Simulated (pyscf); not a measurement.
**H₂N–GeH•–Cl (SMILES [NH2][GeH][Cl]), doublet**

Gas-phase minimum from PySCF at ωB97X-D3(BJ)/def2-SVP, one conformer. Other isomers of H₂N–GeH•–Cl were not searched in full and may lie lower. 

SMILES: [NH2][GeH][Cl]
```xyz
6

N      0.3463    -0.6780    -0.2484
Ge     0.5800     1.1366    -0.2093
Cl    -1.0938     1.9105    -1.3634
H      0.1841    -1.0979    -1.1608
H      1.0007    -1.2423     0.2889
H      0.3913     1.5848     1.2697
```
Charge 0, spin multiplicity 2.

Bonded distances (Å): N1–Ge2 1.830, N1–H4 1.017, N1–H5 1.018, Ge2–Cl3 2.175, Ge2–H6 1.557. Bond angles (°): Ge2–N1–H4 116.7, Ge2–N1–H5 117.2, H4–N1–H5 110.3, N1–Ge2–Cl3 104.1, N1–Ge2–H6 106.9, Cl3–Ge2–H6 108.0.

Properties at ωB97X-D3(BJ)/def2-SVP:

- Harmonic wavenumbers, unscaled: 128, 242, 415, 484, 612, 650, 713, 849, 1543, 2049, 3583, 3687 cm⁻¹
- Zero-point energy: 21.4 kcal/mol
- Rotational symmetry number: 1
- Entropy of this conformer at 298 K and 1 atm, rigid rotor and harmonic oscillator, modes under 100 cm⁻¹ raised to 100: 313.0 J/(mol K)
- Dipole moment: 3.01 D
- Spin expectation value S2: 0.755

Single-point totals, which compare only within one level (frozen core for MP2 and CC):

```csv
level,total energy (hartree)
ωB97X-D3(BJ)/def2-TZVP,-2593.79595
PBE/def2-TZVP,-2593.24876
r²SCAN/def2-TZVP,-2593.75075
B3LYP-D3(BJ)/def2-TZVP,-2593.89064
PBE0-D3(BJ)/def2-TZVP,-2593.34510
M06-2X/def2-TZVP,-2593.78554
ωB97M-D3(BJ)/def2-TZVP,-2593.90183
UHF/def2-TZVPP,-2591.13253
MP2/def2-TZVPP,-2591.77094
CCSD/def2-TZVPP,-2591.79750
CCSD(T)/def2-TZVPP,-2591.82419
```

Soft torsions are taken as harmonic, which can shift the entropy by several J/(mol K). The CCSD(T) − MP2 part came from Ansatz, without density fitting, on the same reference. The frozen core leaves the outer d or s,p core shells of the metals and heavy elements correlated in the MP2 and CC values, and def2-TZVPP describes them poorly, so these totals are far from the basis limit. Elements up to Kr have no core potential and no relativistic terms here.
